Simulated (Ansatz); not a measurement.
Z-matrix (Å, degrees):
```
C
C 1 1.507
H 1 1.092 2 109.7
H 1 1.090 2 111.0 3 -120.6
H 1 1.093 2 109.1 3 119.0
O 2 1.387 1 107.7 3 -56.4
Si 2 1.909 1 114.7 3 177.0
Cl 2 1.847 1 108.0 3 61.8
H 6 0.963 2 109.4 1 -178.8
H 7 1.486 2 107.0 1 176.3
H 7 1.482 2 110.7 1 -62.6
H 7 1.488 2 108.8 1 58.4
```

The species carries charge 0 and has multiplicity 1.

Question: List the PBE/def2-TZVPP orbital energies in eV (Ansatz 0.2.0). (Estimate.)

Answer: Computed: Occupied: -2738.70, -1779.74, -511.20, -271.95, -269.16, -249.25, -190.00, -189.75, -189.75, -137.53, -94.26, -94.25, -94.24, -26.75, -20.87, -18.61, -15.34, -14.20, -12.33, -11.17, -11.02, -9.89, -9.44, -9.02, -8.63, -8.44, -7.45, -7.11, -6.49. Lowest empty: -1.01, -0.30, 0.07, 0.41, 0.85, 1.28, 1.55, 2.04.
